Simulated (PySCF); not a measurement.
B3LYP has the VWN-RPA correlation part, as in Gaussian. Delta-SCF ions had no search for a lower state. Excitations are Tamm–Dancoff values on a coarser integration grid. The basis has no diffuse functions, so Rydberg states are missing or too high.

## H$_{6}$BFSi$_{2}$, SMILES `FB([SiH3])[SiH3]` (charge 0, multiplicity 1)

Computed with PySCF with B3LYP-D3(BJ)/def2-TZVP.

```yaml
HOMO: -7.31 eV
dipole_moment: 0.28 D
HOMO–LUMO gap: 4.94 eV
LUMO: -2.37 eV
S1 excitation (TDA): 3.65 eV
S1 oscillator strength: 0.000
brightest of the four lowest singlets (TDA): 6.18 eV
T1 excitation (TDA): 2.93 eV
S1–T1 gap (TDA): 0.72 eV
vertical ionisation energy (Delta-SCF): 9.48 eV
total_energy: -707.4344 Ha
cost: around 3 core-minutes (rough)
```

```xyz
10

F      0.1334    -0.8993    -1.7717
B      0.0522    -0.3432    -0.5645
Si     1.7728     0.2469     0.3650
Si    -1.7909    -0.1169     0.2874
H      1.8736     1.7247     0.2317
H      1.6904    -0.0663     1.8139
H      2.9983    -0.3692    -0.2002
H     -1.8385     1.1514     1.0575
H     -2.9034    -0.1358    -0.6939
H     -1.9834    -1.2342     1.2501
```
Charge 0, spin multiplicity 1.
